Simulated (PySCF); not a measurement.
Species: C₃H₁₂AlOSi (charge -1).
Geometry (PBE0-D3(BJ)/def2-SVP, Å), atoms numbered from 1 in this order:
```
atom  x, y, z in Å
C1    -0.1450   -1.3390    1.5097
Si2   -0.0656    0.0263    0.1986
C3    -1.1954   -0.5030   -1.2277
C4    -0.8280    1.5821    0.9654
O5     1.4407    0.2862   -0.2993
Al6    3.1240    0.5561   -0.8516
H7    -1.1787   -1.5409    1.8383
H8     0.4482   -1.0553    2.3943
H9     0.2808   -2.2748    1.1127
H10   -0.8241   -1.4353   -1.6836
H11   -2.2340   -0.6714   -0.8956
H12   -1.2048    0.2684   -2.0147
H13   -0.8526    2.3994    0.2262
H14   -1.8577    1.4089    1.3219
H15   -0.2200    1.9263    1.8176
H16    3.0927    1.4640   -2.2223
H17    3.8236   -0.9012   -1.1540
H18    3.9486    1.3447    0.3324
```

Jobs on this species (18 atoms, 66 electrons) with PySCF (density fitting). Hardware of each: one thread of an x86-64 server, shared host. Other jobs ran on the host; a repeat could differ by tens of per cent or more.

Task: Rank these jobs by wall time, shortest first.
A. PBE0-D3(BJ)/def2-SVP, grid level 1; geometry optimisation from a GFN2-xTB start; 152 basis functions
B. PBE0/pcSseg-1; shieldings, charges and field gradients; 176 basis functions
C. CAM-B3LYP/def2-SVPD; 10 singlets by full TDDFT, 4 Tamm–Dancoff triplets, polarisability, ΔSCF ions; 227 basis functions

Result: B (35 s), A (62 s), C (2.7 min).

All jobs:

```tsv
level and settings	work	basis functions	SCF cycles	wall time
PBE0/pcSseg-1	shieldings, charges and field gradients	176	13	35 s
KT2/pcSseg-1	shieldings	176	15	47 s
PBE0-D3(BJ)/def2-SVP, grid level 1	geometry optimisation from a GFN2-xTB start	152	31	62 s
CAM-B3LYP/def2-SVPD	10 singlets by full TDDFT, 4 Tamm–Dancoff triplets, polarisability, ΔSCF ions	227	12	2.7 min
```

Task: What do all jobs in the table cost together?

Result: About 5.1 min; the longest takes about 53 % of that, and about 4.6 times as long as the shortest.
